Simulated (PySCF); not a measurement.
# Germanium: a sound run and one with changed settings

Sound run: Ge [Ar] 3d10 4s2 4p2, Ge⁺ [Ar] 3d10 4s2 4p1. Computed with PySCF 2.14 in jorge-DZP-DKH (8s6p2d1f, 43 functions), with scalar relativity by spin-free X2C-1e. In the sound run the correlated levels freeze [Ar] 3d10. The sound run starts from symmetry-adapted Hartree-Fock orbitals and uses a fine grid where one is needed.

A second run was set up differently.

```
species   method  sound run (hartree)  changed run (hartree)  converged
     Ge      UHF          -2096.93259            -2096.93259        yes
     Ge   r2SCAN          -2098.56615            -2098.56615        yes
     Ge     MN15          -2100.12270            -2100.12270        yes
     Ge      MP2          -2096.95538            -2096.94090        yes
     Ge  CCSD(T)          -2096.96385            -2096.96385        yes
    Ge⁺      UHF          -2096.66301            -2096.66301        yes
    Ge⁺   r2SCAN          -2098.27392            -2098.27392        yes
    Ge⁺     MN15          -2099.83527            -2099.83527        yes
    Ge⁺      MP2          -2096.68680            -2096.67096        yes
    Ge⁺  CCSD(T)          -2096.69758            -2096.69758        yes
```

Ionisation energy of Ge:

```json
{"method": "UHF", "sound run (eV)": "7.336", "changed run (eV)": "7.336"}
{"method": "r2SCAN", "sound run (eV)": "7.952", "changed run (eV)": "7.952"}
{"method": "MN15", "sound run (eV)": "7.821", "changed run (eV)": "7.821"}
{"method": "MP2", "sound run (eV)": "7.309", "changed run (eV)": "7.345"}
{"method": "SCS-MP2", "sound run (eV)": "7.264", "changed run (eV)": "7.332"}
{"method": "CCSD", "sound run (eV)": "7.244", "changed run (eV)": "7.244"}
{"method": "CCSD(T)", "sound run (eV)": "7.246", "changed run (eV)": "7.246"}
```

Question: What was changed?
A. level shift left on
B. basis contracted for another Hamiltonian
C. angular grid far too coarse
D. minimal basis

Answer: A. It used initial guess atom, at most 50 SCF cycles, level shift 2.0 hartree. A level shift leaves the converged SCF energy unchanged but raises the virtual orbital energies, which shrinks MP2 if it is not removed.
